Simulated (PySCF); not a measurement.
# How methods differ on the excitation energy of Ce

Ce [Xe] 4f1 5d1 6s2 (high-spin determinant) → Ce [Xe] 4f2 6s2 (high-spin determinant), as a difference of total energies. Calculation: PySCF 2.14, in x2c-TZVPPall; scalar relativity by spin-free X2C-1e. Correlated levels: valence: [Kr] 4d10 frozen; valence and next inner shell: [Ar] 3d10 frozen. The calculations carry no spin-orbit coupling.

```
                                method  excitation energy (cm⁻¹)
                                   UHF                     11841
                         MP2 (valence)                    9059.3
                     SCS-MP2 (valence)                     10191
    MP2 (valence and next inner shell)                    7904.5
SCS-MP2 (valence and next inner shell)                    9051.8
```

The determinant of the lower state and of the upper state mixes LS terms, which raises its energy above the lowest term, most at the Hartree-Fock and MP2 levels.
